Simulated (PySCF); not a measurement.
Input for PySCF: R-B3LYP/LANL2DZ on CH5AlO2 (SMILES [CH3][Al]([OH])[OH]), a point of a torsion scan.

```python
from pyscf import gto, scf, dft, mp
from pyscf.data.elements import chemcore

mol = gto.M(
    atom='''
    C    -1.41592201   -0.06457798    0.17485105
    Al    0.46723683    0.23280378   -0.40589416
    O     1.21819984   -0.98860893   -1.21616392
    O     1.18424133    1.66782585   -0.03316071
    H    -1.44924960   -0.65950779    1.08582680
    H    -1.97875090   -0.60861411   -0.58027256
    H    -1.92272683    0.87548256    0.37867645
    H     1.68392845   -1.66850977   -1.67798264
    H     1.60836175    2.48516925    0.17756348
    ''',
    basis='lanl2dz',
    ecp={'Al': 'lanl2dz'},
    charge=0, spin=0, verbose=3, max_memory=1800)
mf = dft.RKS(mol, xc='b3lyp')
mf.conv_tol = 1e-8
mf.max_cycle = 100
mf.kernel()
if not mf.converged:
    mf = mf.newton().run(mf.mo_coeff, mf.mo_occ)
```

Problem. Give the final energy of this run.

Solution. -193.6693 hartree.
